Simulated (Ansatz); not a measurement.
`OBCF` + HCl → `FCBCl` + H₂O at 298.15 K and 1 bar (ligand exchange at a B–O bond).

Isolated molecules relaxed with PBE0-D4/def2-TZVP in Ansatz; ΔE leaves out vibrations. CCSD(T)/CBS adds triple-zeta CCSD(T) − MP2 to the extrapolated MP2 energy (def2 sets, frozen cores). This one scheme is used for every species. Each species was taken in one conformer, which may not be the lowest.

```tsv
species	CCSD(T)/CBS energy (Eh)	H − E (kJ/mol)	S (J/(mol·K))
`OBCF`	-240.25532	166.1	292.9
HCl	-460.38127	26.6	186.8
`FCBCl`	-624.24106	128.7	297.9
H₂O	-76.37941	66.4	188.7
```

H − E and S are ideal-gas, rigid-rotor, harmonic terms from PBE0-D4/def2-TZVP, for one conformer and one mirror image of each species. 1 Eh = 2625.50 kJ/mol, R = 8.31446 J/(mol·K).

Question: By hand: ΔE, ΔH, ΔS and ΔG.

Answer: ΔE = (-624.24106) + (-76.37941) − (-240.25532) − (-460.38127) = 0.01612 Eh = 42.3 kJ/mol. Δ(H − E) = 128.7 + 66.4 − 166.1 − 26.6 = 2.4, so ΔH = 44.7 kJ/mol. ΔS = 297.9 + 188.7 − 292.9 − 186.8 = 6.9 J/(mol·K). ΔG = 44.7 − 298.15 × (6.9)/1000 = 42.6 kJ/mol.

Question: By hand: the equilibrium constant, and the temperature at which ΔG would vanish if ΔH and ΔS stayed fixed.

Answer: log₁₀ K = −ΔG/(RT ln 10) = -7.5. ΔG = 0 at ΔH/ΔS = 6478 K, far beyond where these terms or the molecules hold.

The number of gas molecules stays the same, so ΔS is small and ΔH decides. A doubt of 5 kJ/mol in ΔE shifts log₁₀ K by 0.9 here. Other conformers and mirror images would add mixing entropy, several J/(mol·K) or more a flexible species. These are equilibria of isolated gas molecules and say nothing of rates. Largest T1 diagnostic: 0.012 (customary marks: 0.02 for closed shells, 0.045 for open ones).
